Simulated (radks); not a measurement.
Valence configurations of the zirconium ion Zr+ (all share [Kr]). Method: Dirac Kohn-Sham, PBE, spin-unpolarised, spherical densities, finite nucleus; open shells are shared between the two j in proportion to 2j + 1; Fermi nuclear charge, rms radius 4.2694 fm; computed with a radial shooting solver on a logarithmic mesh with Libxc functionals. Energies are relative to 4d2 5s1; eigenvalues in eV.

| valence | E (eV) | e(4d3/2) | e(4d5/2) | e(5p1/2) | e(5p3/2) | e(5s1/2) |
|---|---|---|---|---|---|---|
| 4d2 5s1 | 0.000 | -10.067 | -9.926 | - | - | -9.943 |
| 4d2 5s0.5 5p0.5 | 1.848 | -10.557 | -10.414 | -6.669 | -6.508 | -10.275 |
| 4d2.5 5p0.5 | 1.861 | -9.596 | -9.461 | -6.298 | -6.149 | - |
| 5s1 5p2 | 11.000 | - | - | -8.958 | -8.730 | -13.303 |
| 4d1 5s2 | 0.525 | -12.183 | -12.024 | - | - | -11.045 |
| 4d1.5 5s1 5p0.5 | 2.066 | -11.585 | -11.433 | -7.054 | -6.880 | -10.812 |
| 4d1.5 5p1.5 | 5.972 | -12.530 | -12.373 | -7.604 | -7.425 | - |
| 4d1.5 5s1.5 | 0.137 | -11.095 | -10.945 | - | - | -10.488 |
| 4d3 | 0.385 | -8.231 | -8.107 | - | - | - |
| 5p3 | 15.529 | - | - | -9.398 | -9.165 | - |

NIST lists [Kr] 4d2 5s1 as the ground configuration; this level of theory agrees among the configurations tried. The energies are those of spherical spin-averaged densities, not of single terms.
